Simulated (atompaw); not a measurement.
What one change does to a pseudopotential (Tc (Z = 43), PAW (atompaw))

```json
{
  "Element": "technetium (Tc)",
  "Generator": "atompaw 4.2.0.5",
  "Type": "PAW",
  "Functional": "PBE",
  "Relativity": "scalar-relativistic",
  "Frozen core": "[Kr]",
  "Valence charge": "7",
  "Reference configuration": "4d5 5s1.75 5p0.25",
  "Partial waves": "5s (bound); 5s channel at 2.65 Ry; 5p (bound); 5p channel at 1.15 Ry; 4d (bound); 4d channel at 0.05 Ry",
  "Local potential": "ultrasoft scheme with l = 3 at 0 Ry, radius 2.40 bohr",
  "Core correction": "smooth core density matched at 1.95 bohr",
  "Augmentation charge": "sinc compensation charge, radius 2.30 bohr; PAW radius 3.00 bohr; waves and projectors: bloechl"
}
```

All-electron outer shells of the reference configuration (PBE, scalar-relativistic, ld1.x):

| shell | level (eV) | outermost node (bohr) | outermost maximum (bohr) |
| --- | --- | --- | --- |
| 4s | -73.77 | 0.50 | 0.95 |
| 4p | -45.73 | 0.51 | 1.03 |
| 4d | -7.03 | 0.50 | 1.27 |
| 5s | -5.29 | 1.28 | 2.72 |
| 5p | -1.60 | 1.45 | 3.63 |

Change: wave 5p channel at 1.15 Ry becomes 5p channel at 8.94 Ry.

Cutoffs: the cutoffs (Ry, on a coarse ladder) from which the occupation-weighted sum of valence levels, in a spherical-Bessel basis at the reference potential, stays within 10 and 1 mRy of its value at 400 Ry; they do not see the model core or the augmentation charge, which bear on the density cutoff.

Problem. What does the change do?

Solution. The potential gets neither clearly harder nor softer (25 Ry and 30 Ry → 25 Ry and 30 Ry); the bound ghost in p disappears; the range in which the p phases agree narrows (upper end 3.8 → 2.4).

```csv
quantity,base,changed
"cutoff, loose",25 Ry,25 Ry
"cutoff, tight",30 Ry,30 Ry
bound ghosts,p,none
s: phases at 3.02 bohr within 0.05 rad from the reference energy up to (Ry; the scan ends near 5),1.3,1.3
p: phases at 3.02 bohr within 0.05 rad from the reference energy up to (Ry; the scan ends near 5),3.8,2.4
d: phases at 3.02 bohr within 0.05 rad from the reference energy up to (Ry; the scan ends near 5),to the end of the scan,to the end of the scan
lowest overlap eigenvalue by channel,"s 0.39, p 0.03, d 1.00","s 0.39, p 0.70, d 1.00"
```

 A true bound ghost makes a file unfit for plane-wave use even where its test errors are small: the radial tests pick states by their node count and pass the ghost by. The cutoffs see the waves, projectors and local potential, not the compensation charge or the core.
